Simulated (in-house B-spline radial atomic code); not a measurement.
Computed with a B-spline radial atomic code. Model: two electrons, singlet ground state, non-relativistic, full CI in B-splines with partial waves to l = 8 (at full coupling up to 3e-4 hartree above the limit, correlation up to 0.6 % small), density held at that of full coupling by Lieb maximisation.

W(λ) is the mean repulsion in the state of coupling λ less the Hartree energy of the fixed density. Its start is exact exchange, its initial slope is twice the second-order Görling-Levy correlation energy, and its area from 0 to 1 is E_xc. A straight curve means weak, dynamic correlation, and a curve that drops fast and flattens means strong correlation.

Command:
```bash
python run_ac.py task.json out
```
Settings (lengths in bohr, energies in hartree):
```
potential              harmonic
strength               0.347
lmax                   8
```

Run time, properties included: 13 s on 1 thread of Intel(R) Xeon(R) Processor @ 2.30GHz, with other jobs on the host.

**W = mean repulsion less Hartree energy, and W of three functionals.**

Given: confinement harmonic well; well frequency 0.347 hartree; external potential omega^2 r^2/2.

Computed: PBE exchange minus exact 17.998 millihartree; SCAN exchange minus exact 0.70014 millihartree.

```csv
coupling,W xc (hartree),W xc minus exchange (millihartree),kinetic minus Kohn-Sham (millihartree),LDA (PW92) W minus its exchange (millihartree),PBE W minus its exchange (millihartree),SCAN W minus its exchange (millihartree)
0,-0.42233,0,0,0,0,0
0.02,-0.42434,-2.012,0.02,-9.94,-3.33,-1.88
0.05,-0.42727,-4.946,0.12,-19.63,-7.86,-4.58
0.12,-0.43375,-11.42,0.67,-35.95,-17.11,-10.47
0.25,-0.44452,-22.199,2.65,-57.23,-31.21,-20.24
0.4,-0.45524,-32.916,6.11,-75.21,-44.4,-30.06
0.6,-0.46722,-44.892,12.06,-93.49,-58.7,-41.29
0.8,-0.47712,-54.794,18.96,-107.84,-70.44,-50.86
1,-0.48542,-63.091,26.4,-119.62,-80.35,-59.14
1.4,-0.4985,-76.175,41.97,-138.12,-96.32,-72.72
2,?,?,?,?,?,?
3,?,?,?,?,?,?
4.5,-0.54063,-118.3,151.04,-202.04,-154.22,-120.54
7,-0.55311,-130.78,221.23,-223.57,-174.33,-134.39
10,-0.56172,-139.39,293.31,-239.34,-189.2,-142.96
```

Question: What belongs in the row 2?

Answer: W xc (hartree): -0.51241; W xc minus exchange (millihartree): -90.08; kinetic minus Kohn-Sham (millihartree): 65.34; LDA (PW92) W minus its exchange (millihartree): -158.14; PBE W minus its exchange (millihartree): -114.09; SCAN W minus its exchange (millihartree): -87.95.

Question: What belongs in the row 3?

Answer: W xc (hartree): -0.52731; W xc minus exchange (millihartree): -104.99; kinetic minus Kohn-Sham (millihartree): 102; LDA (PW92) W minus its exchange (millihartree): -180.62; PBE W minus its exchange (millihartree): -134.47; SCAN W minus its exchange (millihartree): -105.05.

Question: What is the LDA exchange minus exact?

Answer: 60.633 millihartree.

**Energy parts, natural occupations and partial-wave weights.**

Computed: total energy 1.4491 hartree; exchange energy -0.42233 hartree; correlation energy -0.036688 hartree; initial slope twice GL2 -0.10172 hartree; kinetic part over minus potential part 0.41849; Hartree energy 0.84465 hartree; Lieb Oxford ratio E_xc over LDA exchange 1.2691.

```
natural  occupation of the shell (electrons)
      s                               1.9302
      p                                    ?
      s                            0.0033602
      d                            0.0012749
      p                           0.00029049
      f                            0.0001423
```

Question: What belongs in the row p?

Answer: occupation of the shell (electrons): 0.064559.

| wave | weight |
| --- | --- |
| s | 0.9668 |
| p | 0.032433 |
| d | ? |
| f | 7.8145e-05 |
| g | 1.6816e-05 |

Question: What belongs in the row d?

Answer: weight: 0.00066377.

Question: What is the Kohn-Sham kinetic?

Answer: 0.42872 hartree.

Question: What is the kinetic part of the DFT correlation energy?

Answer: 0.026403 hartree.

Half-way to full coupling W has made 62 % of its drop, against 50 % for a straight line, and second-order (GL2) theory, half the initial slope, overshoots the correlation energy by about 39 %: a marked bend. Over couplings 0 to 1 the errors in E_xc come to about +19 millihartree for LDA, +6.4 millihartree for PBE, +3.5 millihartree for SCAN, so SCAN is nearest. In LDA and PBE the errors of exchange and correlation have opposite signs, so the sum is smaller than the larger of the two.
